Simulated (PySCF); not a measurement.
**Partial charges of `C=C(CC)C1CC1`**

Species: C7H12.
Geometry (PBE0-D3(BJ)/def2-SVP, Å), atoms numbered from 1 in this order:
```xyz
19
C7H12 angstrom
C      0.2712    0.6350    1.3596
C      0.2052    0.1054    0.1312
C      1.4252   -0.2488   -0.6783
C      2.7731    0.0239   -0.0398
C     -1.0846   -0.1882   -0.5613
C     -2.2959   -0.6642    0.2001
C     -2.2893    0.7032   -0.3937
H     -0.6289    0.8843    1.9289
H      1.2251    0.8418    1.8472
H      1.3531    0.2857   -1.6440
H      1.3485   -1.3187   -0.9485
H      2.8954   -0.5378    0.8992
H      3.5907   -0.2716   -0.7139
H      2.9007    1.0927    0.1913
H     -0.9582   -0.6220   -1.5583
H     -2.9226   -1.4329   -0.2600
H     -2.1842   -0.7598    1.2838
H     -2.1733    1.5597    0.2763
H     -2.9114    0.8967   -1.2718
```

Density: PBE0/pcSseg-1 (PySCF); schemes: Mulliken, IAO, Hirshfeld and ESP-fitted. The structure is a single PBE0-D3(BJ)/def2-SVP conformer in the gas phase; no vibrational or solvent corrections.

Problem. At which atom do the 4 schemes differ most?

Solution. At C3: from -0.249 (IAO) to +0.222 e (ESP-fitted), 0.471 e apart.

Problem. Do the Mulliken, IAO, Hirshfeld and ESP-fitted schemes agree on where the charge is highest?

Solution. The schemes don't all agree: Mulliken H17 and H18 (+0.139); IAO H16, H17, H18 and H19 (+0.146); Hirshfeld H16 and H19 (+0.048); ESP-fitted H8 (+0.237).

Problem. Give the atomic charges in each scheme.

Solution. In e:

```tsv
atom	environment	Mulliken	IAO	Hirshfeld	ESP-fitted
C1	terminal =CH2 carbon	-0.136	-0.364	-0.128	-0.589
C2	fully substituted alkene carbon	-0.263	+0.031	+0.015	+0.058
C3	allylic carbon	-0.213	-0.249	-0.063	+0.222
C4	methyl carbon	-0.282	-0.410	-0.113	-0.330
C5	allylic carbon	-0.237	-0.143	-0.042	-0.088
C6	three-membered-ring carbon	-0.181	-0.277	-0.087	-0.305
C7	three-membered-ring carbon	-0.181	-0.277	-0.086	-0.300
H8	vinylic hydrogen	+0.105	+0.133	+0.038	+0.237
H9	vinylic hydrogen	+0.110	+0.142	+0.038	+0.191
H10	methylene hydrogen	+0.137	+0.139	+0.041	-0.014
H11	methylene hydrogen	+0.137	+0.139	+0.041	-0.013
H12	methyl hydrogen	+0.121	+0.137	+0.039	+0.087
H13	methyl hydrogen	+0.120	+0.141	+0.042	+0.075
H14	methyl hydrogen	+0.121	+0.137	+0.038	+0.087
H15	methine hydrogen	+0.097	+0.137	+0.044	+0.108
H16	methylene hydrogen	+0.133	+0.146	+0.048	+0.153
H17	methylene hydrogen	+0.139	+0.146	+0.045	+0.135
H18	methylene hydrogen	+0.139	+0.146	+0.045	+0.136
H19	methylene hydrogen	+0.133	+0.146	+0.048	+0.149
```

Mean size of the charges over all atoms: IAO 0.181 e, ESP-fitted 0.172 e, Mulliken 0.157 e, Hirshfeld 0.055 e. Each set sums to the total charge, 0, to within 0.001 e. The Hirshfeld scheme divides the density at each point in proportion to the densities of the neutral, spherically averaged free atoms.

Problem. Sum the charges by element.

Solution. 
```csv
element,atoms,Mulliken,IAO,Hirshfeld,ESP-fitted
C,7,-1.493,-1.689,-0.505,-1.331
H,12,+1.493,+1.688,+0.505,+1.332
```

Problem. How closely do the schemes follow one another over all atoms?

Solution. Correlation coefficient and root-mean-square difference: IAO with Hirshfeld 0.99, 0.141 e; Mulliken with IAO 0.87, 0.099 e; Mulliken with Hirshfeld 0.84, 0.119 e; Hirshfeld with ESP-fitted 0.83, 0.171 e; IAO with ESP-fitted 0.79, 0.136 e; Mulliken with ESP-fitted 0.58, 0.182 e.
